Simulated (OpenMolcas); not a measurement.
**Mo4+ in a ligand field**

Mo4+ with 6 ligands (chloride) in trigonal antiprismatic coordination (D3d) at 2.41 Å, a polar angle of 60.2° against the regular 54.74°. A charge of +0.333 e stands 2.8 Å behind each ligand. Ligand basis ANO-RCC-VDZP.
```
Mo    0.0000    0.0000    0.0000
Cl    0.0000    2.0915    1.1974
Cl   -1.8113   -1.0458    1.1974
Cl    1.8113   -1.0458    1.1974
Cl    0.0000   -2.0915   -1.1974
Cl    1.8113    1.0458   -1.1974
Cl   -1.8113    1.0458   -1.1974
```

```
Program             : OpenMolcas
Method              : SS-CASPT2, IPEA 0.25 Eh, imaginary shift 0.1 Eh (closed shells correlated: 4s 4p and the ligand valence shells)
Basis               : ANO-RCC-VTZP [7s6p4d2f1g]
Scalar Hamiltonian  : DKH2, point nucleus
Active space        : 2 electrons in 5 orbitals (4d)
State averaging     : 2S+1 = 3 even, 10 roots; 2S+1 = 1 even, 15 roots
Spin-orbit coupling : RASSI with atomic mean-field integrals over the reference wave functions
```

The lowest spin-free states (labels of D3, the rotations of D3d), above the lowest:

| State | Degeneracy | E (cm-1) |
| --- | --- | --- |
| 3E | 2 | 0 |
| 3A2 | 1 | 220 |
| 1E | 2 | 5720 |
| 1A1 | 1 | 6300 |
| 1E | 2 | 6590 |
| 1A1 | 1 | 15480 |
| 3E | 2 | 23170 |
| 3A1 | 1 | 23720 |
| 3E | 2 | 28050 |
| 1A1 | 1 | 28570 |
| 1E | 2 | 28880 |
| 3A2 | 1 | 29320 |
| 1E | 2 | 30410 |
| 1A2 | 1 | 30640 |
| 3A2 | 1 | 49810 |
| 1E | 2 | 54390 |
| 1A1 | 1 | 61380 |

The lowest levels with spin-orbit coupling:

```tsv
E (cm-1)	Degeneracy	Label	2S+1	g
0	2	E	3	0.00 0.00 0.21
4	1	A1	3	
39	2	E	3	0.00 0.00 1.95
800	1	A2	3	
1050	2	E	3	0.00 0.00 1.63
1380	1	A1	3	
6200	2	E	1	0.00 0.00 0.96
6770	1	A1	1	
7090	2	E	1	0.00 0.00 1.88
15970	1	A1	1	
23430	1	A2	3	
23550	1	A1	3	
23560	2	E	3	0.00 0.00 0.78
23710	2	E	3	0.00 0.00 4.42
24280	2	E	3	0.00 0.00 3.66
24300	1	A2	3	
28160	1	A1	3	
28270	1	A2	3	
28510	2	E	3	0.00 0.00 1.30
28560	2	E	3 (73 %)	0.00 0.00 3.48
```

Powder χT (cm3 K/mol): 0.0321 at 2 K, 0.0818 at 10 K, 0.174 at 50 K, 0.231 at 100 K, 0.324 at 200 K, 0.411 at 300 K. The effective moment at 300 K is 2.828 √(χT) = 1.81 μB.

The lowest level has 2S+1 = 3, for which the spin-only value is χT = S(S+1) / 2 = 1.000 cm3 K/mol (g = 2). The computed 0.411 at 300 K differs by -0.589, through orbital momentum, spin-orbit coupling and any other state in reach.

Roots that are degenerate in the reference are averaged as groups; the widest CASPT2 spread within a group is 270 cm-1 (the 2-fold group of multiplicity 3 near 0 cm-1 above the lowest state of its run). Shifts and gaps below about the spread of the groups concerned are not significant. Over all roots computed the reference weight is 0.63 to 0.65; a low but even weight reflects the number of correlated electrons. Spin-orbit coupling mixes the spin-free states strongly: the lowest level takes only 64 % from its leading state, 3E. An orbital doublet at a regular site is open to a Jahn-Teller distortion, which this geometry leaves out. The least metal-like active orbital is 71 % on the metal (Löwdin) and no ligand orbital is active, so the numbers are rough. Ligand-to-metal charge-transfer states are missing. With no ligand orbital active B as a rule stays too high, so bands that hang on it stand too high and its fall with covalency is understated. With one d shell and no ligand orbital active, 10Dq can be off by a tenth or more. No measured value stands beside these numbers; the geometry was imposed, not optimised, and the real ion may take another.

With an even number of electrons the g values are those of a degenerate or nearly degenerate non-Kramers pair.
